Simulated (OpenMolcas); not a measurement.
# What dynamic correlation does to the levels of O²⁺

* Program: OpenMolcas
* Basis: ANO-RCC [8s7p4d3f2g]
* Scalar Hamiltonian: DKH2, point nucleus
* Active space: 4 electrons in 8 orbitals (2s 2p 3s 3p)
* State averaging: 2S+1 = 3 even, 3 roots; 2S+1 = 1 even, 11 roots; 2S+1 = 5 odd, 1 root; 2S+1 = 3 odd, 9 roots; 2S+1 = 1 odd, 8 roots
* Spin-orbit coupling: RASSI with atomic mean-field integrals over the reference wave functions, term energies averaged over their components

Methods on the same reference wave functions:
A. CASSCF
B. SS-CASPT2, IPEA 0.25 Eh, imaginary shift 0.1 Eh (closed shells correlated: 1s)
C. MS-CASPT2, IPEA 0.25 Eh, imaginary shift 0.1 Eh (closed shells correlated: 1s)

Energies in cm-1 above 2s2 2p2 3P0, the measured ground level; measured values from Moore, Selected Tables of Atomic Spectra, NSRDS-NBS 3, section 11.

```csv
Level,A,B,C,Measured
2s2 2p2 3P0,0.0,0.0,0.0,0.0
2s2 2p2 3P1,108,108,108,113
2s2 2p2 3P2,319,319,319,
2s2 2p2 1D2,22939,20510,20500,20273
2s2 2p2 1S0,39581,42770,42770,43186
2s 2p3 5S* 2,50344,58960,58960,60325
2s 2p3 3D* 1,123159,118720,118720,
2s 2p3 3D* 2,123164,118730,118730,
2s 2p3 3D* 3,123174,118730,118730,
2s 2p3 3P* 0,143517,141940,141940,
2s 2p3 3P* 1,143523,141940,141940,
2s 2p3 3P* 2,143535,141950,141950,
2s 2p3 1D* 2,201424,187970,187970,187054
2s 2p3 3S* 1,207844,197060,197060,197088
2s 2p3 1P* 1,221304,210550,210550,210462
```

Deviations, from unrounded energies. A percentage is the sum of absolute deviations over the sum of measured energies, with the sign that they share, or ± where signs differ.

| Against measurement | Levels | A | B | C |
| --- | --- | --- | --- | --- |
| mean absolute deviation (cm-1) | 7 | 7500 | 440 | 430 |
| fine structure of the ground term (%) | 1 | -4.5 | -4.6 | -4.6 |
| other terms of the ground configuration (%) | 2 | ±9.9 | ±1.0 | ±1.0 |
| other configurations (%) | 4 | ±7.0 | ±0.4 | ±0.4 |

B, C lie about equally close to measurement and A furthest from it. The largest miss of C in the table is 2s 2p3 5S* 2, by -1400 cm-1. The ranking rests on the paired levels alone, and a cruder setting can come out closer through cancelling errors.

Between B and C the level of the table that moves most is 2s2 2p2 1D2, by 7.6 cm-1 (lowest in C, highest in B). Moves below CASPT2's spread within the term are not significant.

The two smallest mean deviations differ by little beside CASPT2's spread within terms, so their order carries little weight.

From A to B the spin-free energies of the other terms of 2s2 2p2 shown, above 3P, scale by factors of 0.89 to 1.08.

The lowest spin-free term lies below A's lowest term by 0.101 hartree in B, 0.101 hartree in C.

CASPT2 does not keep the components of a term degenerate, so their means are used; among the terms shown or strongly mixed into the levels shown the widest spread is 67 cm-1 (2s 2p3 3D*, C). Active for correlation alone: 3p 3s; no level in the range computed is led by a configuration that fills them, so any true level of that kind is missing. Computed and measured levels are paired by configuration, term and J; levels that our copy of the source lacks, or whose pairing is in doubt (as where it misses far off the trend of its configuration), stay unpaired and out of the deviations. Only configurations of the active space appear. The table leaves out levels that lie high or whose names do not pair safely across all columns.

* marks odd parity.
